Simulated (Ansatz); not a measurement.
Species: C₂H₄N₂, SMILES `CNC#N` (charge 0, multiplicity 1).

### Question
Give a relaxed geometry from B3LYP-D3(BJ)/def2-TZVP run with Ansatz (an electronic-structure program).

### Answer
the end point of this relaxation (outside a Z-matrix the atoms follow the SMILES, hydrogens last).
Cartesian coordinates (Å) in one orientation:
```xyz
8

C     -0.860    -0.350    -0.087
N      0.191     0.623     0.226
C      1.445     0.191     0.366
N      2.520    -0.202     0.533
H     -0.808    -1.167     0.630
H     -0.768    -0.758    -1.098
H     -1.825     0.142     0.018
H      0.106     1.522    -0.224
```
